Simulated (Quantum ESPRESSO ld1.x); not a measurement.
Question: All-electron atom: F2+ in [He] 2s2 2p2.75 3p0.25 (fractional occupations, a model configuration). Method: scalar-relativistic Kohn-Sham, PBE, spin-unpolarised, spherical densities, point nucleus; computed with ld1.x of Quantum ESPRESSO 7.5. Some entries of the table are withheld. Estimate them.

| orbital | occ. | eigenvalue (eV) | <r^2> (bohr^2) | <r> (bohr) |
|---|---|---|---|---|
| 1s | 2 | -715.041 | 0.04189 | 0.1762 |
| 2s | 2 | -71.1859 | 0.9839 | 0.9088 |
| 2p | 2.75 | -52.2881 | (1) | 0.8805 |
| 3s | 0 | -16.9668 | (2) | 2.889 |
| 3p | 0.25 | -13.2771 | 12.04 | (3) |
| 3d | 0 | -9.0463 | 16.10 | (4) |
| 4p | 0 | -5.9578 | 52.13 | 6.773 |
| 4f | 0 | (5) | 56.50 | 7.107 |

Answer: 
(1) 2p <r^2> (bohr^2): 0.9721
(2) 3s <r^2> (bohr^2): 9.524
(3) 3p <r> (bohr): 3.233
(4) 3d <r> (bohr): 3.718
(5) 4f eigenvalue (eV): -4.1749
